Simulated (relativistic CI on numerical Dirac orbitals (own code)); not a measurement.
# Re2+: 5p photoemission

Computed with this model: Dirac-Coulomb-Breit CI, orbitals from a KLI potential per configuration, model QED, valence Slater integrals scaled by 0.9, multiplet model of photoemission in the sudden approximation; configurations [Xe] 4f14 5d5 → [Kr] 4d10 4f14 5s2 5p5 5d5; 300 K; Lorentzian 2.1 eV and Gaussian 0.6 eV FWHM. Energies are those of the free ion, without screening or charge transfer. The energies are binding energies and can lie tens of eV above those of solids. S is read from ⟨S²⟩ = S(S + 1).

Field parameters in Wybourne normalisation: Oh B⁴₀ = 21Dq, B⁴₄ = √(5/14) B⁴₀. The field is a parameter set, without covalency.

free ion: ground-state S = 2.45, centroid 71.86 eV. Peaks (eV, height): 64.2 (100), 65.6 (96), 70.8 (38), 77.8 (24), 82.0 (41), 85.8 (33).

Oh, 10Dq = 15250 cm⁻¹: ground-state S = 1.73, centroid 71.91 eV. Peaks (eV, height): 65.8 (100), 70.6 (26), 82.6 (35), 84.0 (33).

Oh, 10Dq = 24950 cm⁻¹: ground-state S = 0.62, centroid 72.13 eV. Peaks (eV, height): 66.2 (100), 74.6 (17), 80.4 (38), 83.6 (22).

Oh, 10Dq = 34700 cm⁻¹: ground-state S = 0.55, centroid 72.18 eV. Peaks (eV, height): 66.2 (100), 76.0 (16), 80.6 (41), 84.8 (15).

Strongest unbroadened transitions for Oh, 10Dq = 24950 cm⁻¹:

| Energy (eV) | Relative strength |
| --- | --- |
| 65.69 | 100.0 |
| 65.82 | 35.2 |
| 65.83 | 10.4 |
| 66.17 | 59.7 |
| 66.25 | 35.8 |
| 66.58 | 48.4 |
| 66.96 | 22.0 |
| 68.78 | 12.0 |
| 70.21 | 8.5 |
| 79.93 | 8.4 |
| 80.29 | 28.8 |
| 80.38 | 11.0 |
| 80.41 | 9.9 |
| 80.54 | 21.5 |
| 81.27 | 7.0 |
| 83.45 | 8.7 |
| 83.66 | 7.0 |
| 83.71 | 19.1 |
